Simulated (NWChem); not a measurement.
System meant: C₅H₄N, doublet; SMILES [c]1ccccn1

NWChem input:

```
start job
memory heap 200 mb stack 900 mb global 1100 mb
geometry units angstroms noautoz
  C     -1.374074    -0.112530     0.000000
  N     -0.920916     1.087705     0.000000
  C      0.405377     1.282725     0.000000
  C      1.285541     0.205280     0.000000
  C      0.763430    -1.093153     0.000000
  C     -0.618939    -1.280581     0.000000
  H      0.765011     2.316928     0.000000
  H      2.363968     0.376626     0.000000
  H      1.435405    -1.956571     0.000000
  H     -1.069113    -2.275209     0.000000
end
basis spherical
  * library def2-svp
end
dft
  odft
  mult 2
  xc xpbe96 cpbe96
  iterations 4
  mulliken
end
task dft energy
```

End of the output:

```
     --------------------------
     Expectation value of S2:
     --------------------------
      <S2> =      0.7532 (Exact =     0.7500)

 center of mass
 --------------
 x =  -0.08018657 y =   0.04575694 z =   0.00000000

 moments of inertia (a.u.)
 ------------------
         305.933697722882           0.000000000000           0.000000000000
           0.000000000000         275.320207424047           0.000000000000
           0.000000000000           0.000000000000         581.253905146929

     Multipole analysis of the density
     ---------------------------------

     L   x y z        total         alpha         beta         nuclear
     -   - - -        -----         -----         ----         -------
     0   0 0 0     -0.000000    -21.000000    -20.000000     41.000000

     1   1 0 0      0.848458      1.870501     -1.022042      0.000000
     1   0 1 0     -0.745381     -0.572493     -0.172888      0.000000
     1   0 0 1     -0.000000     -0.000000     -0.000000      0.000000

     2   2 0 0    -25.640054    -95.989096    -85.148250    155.497292
     2   1 1 0      1.977783     -0.851281     -1.902520      4.731583
     2   1 0 1      0.000000      0.000000      0.000000      0.000000
     2   0 2 0    -23.913409   -102.146739    -99.610406    177.843737
     2   0 1 1     -0.000000     -0.000000     -0.000000      0.000000
     2   0 0 2    -26.993449    -13.828411    -13.165038      0.000000

 ------------------------------------------------------------------------
 dft energy failed                                                                                  0
 ------------------------------------------------------------------------
 ------------------------------------------------------------------------
  current input line :
    25: task dft energy
 ------------------------------------------------------------------------
 ------------------------------------------------------------------------
 This type of error is most commonly associated with calculations not reaching convergence criteria
 ------------------------------------------------------------------------
 For more information see the NWChem manual at https://nwchemgit.github.io

0:dft energy failed:Received an Error in Communication
```

Question: What is wrong, and how is it mended?

Answer: Convergence was not reached. Cause: the SCF was allowed too few iterations. This input runs:
```
start job
memory heap 200 mb stack 900 mb global 1100 mb
geometry units angstroms noautoz
  C     -1.374074    -0.112530     0.000000
  N     -0.920916     1.087705     0.000000
  C      0.405377     1.282725     0.000000
  C      1.285541     0.205280     0.000000
  C      0.763430    -1.093153     0.000000
  C     -0.618939    -1.280581     0.000000
  H      0.765011     2.316928     0.000000
  H      2.363968     0.376626     0.000000
  H      1.435405    -1.956571     0.000000
  H     -1.069113    -2.275209     0.000000
end
basis spherical
  C library def2-svp
  N library def2-svp
  H library def2-svp
end
dft
  odft
  mult 2
  xc xpbe96 cpbe96
  iterations 150
  mulliken
end
task dft energy
```
It converges to -247.11932 Ha (PBE/def2-SVP, spin-unrestricted).
